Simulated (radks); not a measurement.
Question: The mean radii <r> (bohr) of the occupied orbitals of an atom or ion are listed with their occupations. Method: Dirac Kohn-Sham, Wu-Cohen GGA, spin-unpolarised, spherical densities, finite nucleus; Fermi nuclear charge, rms radius of each element as measured or else 0.836 A^(1/3) + 0.57 fm; computed with a radial shooting solver on a logarithmic mesh with Libxc functionals.

orbital  occ.      <r>
1s1/2       2  0.09694
2s1/2       2   0.4795
2p1/2       2   0.4412
2p3/2       4   0.4435
3s1/2       2    1.694
3p1/2       2    2.061
3p3/2       2    2.071

Name the element and its charge. Open shells, if any, fill j = l - 1/2 first.

Answer: Z = 16, sulfur, charge 0: S in [Ne] 3s2 3p4. The 1s radius gives Z: for a bare nucleus <r> = (2 gamma + 1)/(2Z) with gamma = sqrt(1 - (Z/c)^2), 0.09332 bohr for Z = 16, and screening makes it slightly larger (0.09694 here). The occupations add up to 16, and the charge is Z minus that.
